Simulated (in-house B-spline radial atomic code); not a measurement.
**Ionising W III (W2+) with different functionals**

Computed with an all-electron radial atomic-structure program (B-spline basis): four-component Dirac-Coulomb Hamiltonian, Fermi nucleus of rms radius 5.3658 fm, spin-restricted, spherical fractional occupations for the functionals. The ionisation energy is the difference of two self-consistent energies, [Xe] 4f14 5d4 → [Xe] 4f14 5d3, without Breit or QED terms; ε is the level of the shell that loses the electron (mean over j). The electron is taken from both j subshells in proportion to 2j + 1, so the result is a j average, not the step between ground levels.

Hybrids are left out here: with spherical fractional occupations of an open shell their exact exchange keeps a self-interaction that integer-occupation calculations don't have.

| method | rung | ΔSCF (eV) | -ε(5d) (eV) |
| --- | --- | --- | --- |
| LDA VWN5 | LDA | 25.70 | 20.20 |
| relativistic LDA | LDA | 25.71 | 20.21 |
| LDA PW92 | LDA | 25.70 | 20.19 |
| LDA exchange-only | LDA | 24.30 | 18.85 |
| PBE | GGA | 25.37 | 19.88 |
| PBEsol | GGA | 25.40 | 19.90 |
| BLYP | GGA | ? | ? |
| RPBE | GGA | ? | ? |
| PW91 | GGA | 25.45 | 19.95 |
| BP86 | GGA | 25.51 | 20.02 |
| AM05 | GGA | 25.38 | 19.88 |
| OLYP | GGA | 25.27 | 19.73 |

**Question.** What does BLYP give?

**Answer.** ΔSCF 25.33 eV, and -ε(5d) = 19.84 eV.

**Question.** What does RPBE give?

**Answer.** ΔSCF 25.26 eV, and -ε(5d) = 19.77 eV.

**Question.** How do they compare with the NIST value?

**Answer.** NIST lists 26.0 eV ± 0.4 (semi-empirical, ground level to ground level). Errors run from -1.70 to -0.29 eV; relativistic LDA is closest (-0.29 eV), though others lie within the uncertainty of it, and part of that can be cancellation, since the calculations leave out Breit-QED terms, spin polarisation, the choice among j levels, multiplet and fine-structure energies.
